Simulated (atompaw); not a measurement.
# Pseudopotential generation for fluorine: PAW (atompaw), PBE, scalar-relativistic.

atompaw 4.2.0.5 input, output lines left out:

```
F 9
GGA-PBE scalarrelativistic loggrid 1500 logderivrange -4 5 226
2 2 0 0 0 0
2 0 1
0 0 0
c
v
v
1
1.55 1.50 1.05 1.30
y
0.95
n
y
0.3
n
custom rrkj gramschmidtortho besselshape
2 0 ultrasoft
1.55
1.55
1.55
1.55
```

Task: Does the generator finish with these settings?

Result: Yes, a potential is produced.

Task: Estimate the cutoffs (Ry, on a coarse ladder) from which the occupation-weighted sum of valence levels, in a spherical-Bessel basis at the reference potential, stays within 10 and 1 mRy of its value at 400 Ry.

Result: 30 Ry and 50 Ry.

Task: Does the potential have ghost states?

Result: No extra level below or beside the all-electron valence levels (s, p, d, f tested).

Task: Is the overlap operator S = 1 + Σ q|β⟩⟨β| positive definite (Bessel basis up to 400 Ry)?

Result: Yes: its lowest eigenvalue is 0.11 (s channel).

Task: Which valence shell sets the plane-wave cutoff?

Result: 2p: its level needs 35 Ry to come within 1 mRy, against 21 Ry for 2s.
